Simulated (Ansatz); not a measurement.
Calculated with Ansatz (gas phase, PBE0-D4/def2-TZVP geometries, no zero-point term in ΔE). CCSD(T)/CBS adds triple-zeta CCSD(T) − MP2 to the extrapolated MP2 energy (def2 sets, frozen cores). This one scheme is used for every species. One conformer a species, not always the lowest.

Reaction (cleavage of the Si–B bond): `OB([SiH3])Cl` + `N=C(O)CO` → `OC/C(O)=N\[SiH3]` + `OBCl`

```
           species  MP2/def2-QZVPP energy (Eh)
    `OB([SiH3])Cl`                  -851.19564
        `N=C(O)CO`                  -284.02663
`OC/C(O)=N\[SiH3]`                  -574.29503
            `OBCl`                  -560.95670
```

Task: Work out ΔE.

Result: ΔE = (-574.29503) + (-560.95670) − (-851.19564) − (-284.02663) = -0.02946 Eh = -18.5 kcal/mol. CCSD(T)/CBS gives -16.1 kcal/mol.

Largest T1 diagnostic among the species: 0.013.

The D4 term adds −1.0 kcal/mol with B3LYP and −0.6 kcal/mol with PBE0; it sums over pairs of atoms, weighted by their polarisabilities, and B3LYP, whose exchange is more repulsive, gets the larger term. From PBE to PBE0 (25 % exact exchange), in def2-TZVPP and without D4, ΔE moves by −1.2 kcal/mol.

B3LYP here is the variant with VWN-RPA as its local correlation; programs differ in this.
